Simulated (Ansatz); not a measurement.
Reaction (ligand exchange at the Si–C bond): `[SiH3]C1=C[SiH2]O1` + `[F][AlH][SH]` → `[F][AlH][S][SiH3]` + `C1=C[SiH2]O1`

Gas-phase electronic energies from Ansatz, PBE0-D4/def2-TZVP geometries. CCSD(T)/CBS adds triple-zeta CCSD(T) − MP2 to the extrapolated MP2 energy (def2 sets, frozen cores). This one scheme is used for every species. DFT in def2-TZVPP. B3LYP here is the variant with VWN-RPA as its local correlation; programs differ in this. HSE06 is defined as in plane-wave codes. Each species was taken in one conformer, which may not be the lowest.

```csv
level,ΔE (kcal/mol),difference from CCSD(T)/CBS
LDA (SPW92),-14.1,0.0
PBE-D4,-14.1,0.0
revPBE-D4,-13.6,0.5
BLYP-D4,-12.1,2.0
r2SCAN-D4,-14.7,-0.6
PBE0-D4,-15.0,-0.9
B3LYP-D4,-13.1,1.0
r2SCANh-D4,-15.0,-0.9
r2SCAN0-D4,-15.4,-1.3
HSE06-D4,-15.0,-0.9
CAM-B3LYP-D4,-13.0,1.1
ωB97X-V,-14.2,-0.1
B2PLYP,-13.7,0.4
PBE-QIDH,-15.4,-1.3
PBE,-14.3,-0.2
revPBE,-14.1,0.0
BLYP,-12.4,1.7
r2SCAN,-14.8,-0.7
PBE0,-15.2,-1.1
B3LYP,-13.3,0.8
r2SCANh,-15.1,-1.0
r2SCAN0,-15.5,-1.4
HSE06,-15.2,-1.1
BHLYP,-14.1,0.0
CAM-B3LYP,-13.2,0.9
LC-ωPBE,-15.0,-0.9
RPA@PBE/def2-TZVPP,-12.5,1.6
HF/def2-SVP,-13.9,0.2
MP2/def2-SVP,-12.9,1.2
CCSD/def2-SVP,-12.4,1.7
CCSD(T)/def2-SVP,-12.1,2.0
HF/def2-TZVPP,-14.6,-0.5
MP2/def2-TZVPP,-14.4,-0.3
SCS-MP2/def2-TZVPP,-13.8,0.3
CCSD/def2-TZVPP,-13.5,0.6
CCSD(T)/def2-TZVPP,-13.5,0.6
MP2/def2-QZVPP,-14.8,-0.7
SCS-MP2/def2-QZVPP,-14.2,-0.1
HF/CBS(def2),-14.6,-0.5
MP2/CBS(def2),-15.1,-1.0
CCSD(T)/CBS,-14.1,0
```

Largest T1 diagnostic among the species: 0.014.

Leaving LDA and LC-ωPBE aside and taking each functional with its dispersion term where it has one, the values spread over 3.3 kcal/mol, from PBE-QIDH to BLYP-D4. From BLYP to BHLYP (50 % exact exchange), in def2-TZVPP and without D4, ΔE moves by −1.7 kcal/mol.
